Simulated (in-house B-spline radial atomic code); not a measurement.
A fraction x of an electron is removed from 2s in neutral oxygen, starting from [He] 2s2 2p4 and keeping the highest spin. Computed with a radial B-spline atomic code at the basis-set limit: scalar-relativistic (X2C) RPBE, spin-polarised, spherical fractional occupations, Fermi nucleus of rms radius 2.6991 fm.

| x | E(x) - E(0) (eV) | 2s down level (eV) |
| --- | --- | --- |
| 0 | 0.0000 | -22.016 |
| 0.04 | 0.8909 | -22.527 |
| 0.16 | 3.6873 | -24.085 |
| 0.37 | 9.0376 | -26.884 |
| 0.43 | 10.6750 | -27.698 |
| 0.5 | 12.6473 | -28.654 |
| 0.54 | ? | ? |
| 0.65 | 17.1002 | -30.722 |
| 0.85 | ? | ? |
| 0.89 | 24.8742 | -34.065 |
| 1 | 28.7059 | - |

Task: What belongs in the row x = 0.54?

Result: An energy change of 13.8044 eV; 2s down at -29.203 eV.

Task: What belongs in the row x = 0.85?

Result: An energy change of 23.5227 eV; 2s down at -33.507 eV.

Task: Check Janak's theorem between x = 0.04 and 0.16.

Result: The slope of the energy is 23.30 eV; the orbital levels give 23.31 eV (-ε of the emptying orbital, averaged over the two points).
